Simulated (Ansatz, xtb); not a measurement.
# C2H4FZn: which of two isomers lies lower

Structure X is `C[CH][Zn][F]`, a doublet and structure Y is `[CH2][CH2][Zn][F]`, a doublet. Both are isolated molecules in the gas phase, relaxed with PBE0-D3(BJ)/pcseg-1; the shapes shown needn't be the lowest conformers.

X (Å):

```xyz
8

C    -3.1206   -1.2297   -0.1130
C    -2.3512    0.0458   -0.1057
F     0.9068    0.6781    1.4398
Zn   -0.6617    0.3684    0.6975
H    -2.6240   -2.0514    0.4147
H    -3.3143   -1.5711   -1.1436
H    -4.1141   -1.0971    0.3471
H    -2.8384    0.8745   -0.6303
```

Y (Å):

```json
{"atom": "C", "x (Å)": "0.9575", "y (Å)": "-0.2940", "z (Å)": "2.5949"}
{"atom": "C", "x (Å)": "-0.4633", "y (Å)": "-0.3183", "z (Å)": "2.2637"}
{"atom": "F", "x (Å)": "-0.9181", "y (Å)": "-3.0720", "z (Å)": "-0.2209"}
{"atom": "Zn", "x (Å)": "-0.7751", "y (Å)": "-1.7549", "z (Å)": "0.9512"}
{"atom": "H", "x (Å)": "1.6671", "y (Å)": "0.2594", "z (Å)": "1.9819"}
{"atom": "H", "x (Å)": "1.3642", "y (Å)": "-0.9424", "z (Å)": "3.3693"}
{"atom": "H", "x (Å)": "-1.1094", "y (Å)": "-0.5468", "z (Å)": "3.1207"}
{"atom": "H", "x (Å)": "-0.8189", "y (Å)": "0.6055", "z (Å)": "1.7903"}
```

**Question.** Estimate which is lower in electronic energy at CCSD(T)/def2-SVP + ΔMP2/def2-TZVPP, and by roughly how much.

**Answer.** Too close to call at this level: CCSD(T)/def2-SVP + ΔMP2/def2-TZVPP gives E(Y) − E(X) = +0.14 kcal/mol.

Level by level:

```json
{"level": "PBE0-D3(BJ)/pcseg-1", "geometry": "PBE0-D3(BJ)/pcseg-1", "E(Y) − E(X) (kcal/mol)": "−0.52", "departure from the last row (kcal/mol)": "−0.66", "job, with rough time for the two": "optimisation, 66 s"}
{"level": "HF/def2-SVP", "geometry": "PBE0-D3(BJ)/pcseg-1", "E(Y) − E(X) (kcal/mol)": "+2.01", "departure from the last row (kcal/mol)": "+1.87", "job, with rough time for the two": "part of the CCSD(T) run"}
{"level": "MP2/def2-SVP", "geometry": "PBE0-D3(BJ)/pcseg-1", "E(Y) − E(X) (kcal/mol)": "−0.07", "departure from the last row (kcal/mol)": "−0.21", "job, with rough time for the two": "part of the CCSD(T) run"}
{"level": "CCSD(T)/def2-SVP", "geometry": "PBE0-D3(BJ)/pcseg-1", "E(Y) − E(X) (kcal/mol)": "+0.45", "departure from the last row (kcal/mol)": "+0.31", "job, with rough time for the two": "single point"}
{"level": "CCSD(T)/def2-SVP + ΔMP2/def2-TZVPP", "geometry": "PBE0-D3(BJ)/pcseg-1", "E(Y) − E(X) (kcal/mol)": "+0.14", "departure from the last row (kcal/mol)": "", "job, with rough time for the two": "single point, 52 s"}
```

As drawn, both hold the same kinds of bond in the same numbers. Structure X has 1 methyl group, Y 0.

The largest departure from CCSD(T)/def2-SVP + ΔMP2/def2-TZVPP is that of HF/def2-SVP, 1.87 kcal/mol. Levels run at GFN2-xTB geometries aren't shown. The last row adds to CCSD(T) the change of the MP2 difference between the two basis sets, here −0.31 kcal/mol.

With harmonic frequencies from PBE0-D3(BJ)/pcseg-1 (ideal gas, rigid rotor, one conformer each, 298.15 K, 1 atm): the zero-point term adds −0.49 kcal/mol; ΔH is −0.40 and ΔG −0.14 kcal/mol.

Open shells are spin-unrestricted. The correlated steps freeze 8 core orbitals; the last core shell of Zn is correlated, in a basis made for valence electrons. Programs: Ansatz 0.2.0; the last row on 2 threads of Arm Neoverse V2 on a shared host.
